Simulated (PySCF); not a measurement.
C3H8OSi2, SMILES C1[Si@@H](OC)[SiH2]C=1. Heavy atoms are numbered as in [CH3:1][O:2][Si@@H:3]1[CH:4]=[CH:5][SiH2:6]1. Hydrogens are named by the atom that carries them.

Coordinates come from a B3LYP-D3(BJ)/def2-SVP optimisation. The structure was generated by enumeration; whether it is a known compound was not checked. One conformer was computed; it need not be the lowest.

Computed with PBE/def2-TZVP (PySCF).

ESP charges are fitted to the potential on shells at 1.4 to 2.0 van der Waals radii. Atomic charges (e), one atom of each kind:

```
atom          IAO  Mulliken  Löwdin  ESP fit
----------  -----  --------  ------  -------
C1 (CH3)    -0.21     -0.22   -0.38    -0.21
O2          -0.60     -0.31    0.07    -0.25
Si3 (SiH)    0.82      0.33    0.12     0.34
C4 (CH)     -0.41     -0.20   -0.25    -0.25
C5 (CH)     -0.37     -0.15   -0.26    -0.14
Si6 (SiH2)   0.40      0.07    0.21     0.02
H on C1      0.15      0.13    0.11     0.11
H on Si3    -0.14     -0.05   -0.03    -0.07
H on C4      0.15      0.11    0.12     0.14
H on C5      0.15      0.11    0.12     0.13
H on Si6    -0.10     -0.02   -0.03    -0.02
```

Computed Mayer and Wiberg (Löwdin basis) orders of the bonds:
| bond | Mayer | Wiberg |
|---|---|---|
| C1–O2 | 0.98 | 1.54 |
| O2–Si3 | 1.20 | 1.56 |
| Si3–C4 | 0.95 | 1.09 |
| C4–C5 | 1.83 | 2.04 |
| Si3–Si6 | 0.93 | 1.01 |
| C5–Si6 | 0.97 | 1.12 |
